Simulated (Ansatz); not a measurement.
A geometry relaxed with B3LYP-D3(BJ)/def2-TZVP (Ansatz, a program for electronic structure), charge 0, multiplicity 1:

```xyz
5

H     -1.1490    -1.0142     0.1723
H     -0.8133     1.0274    -0.1586
O      0.9100    -0.3500     0.0489
H      1.4676     0.4248    -0.0802
B     -0.4152    -0.0879     0.0175
```

### Question
Write the SMILES of this molecule.

### Answer
`BO`
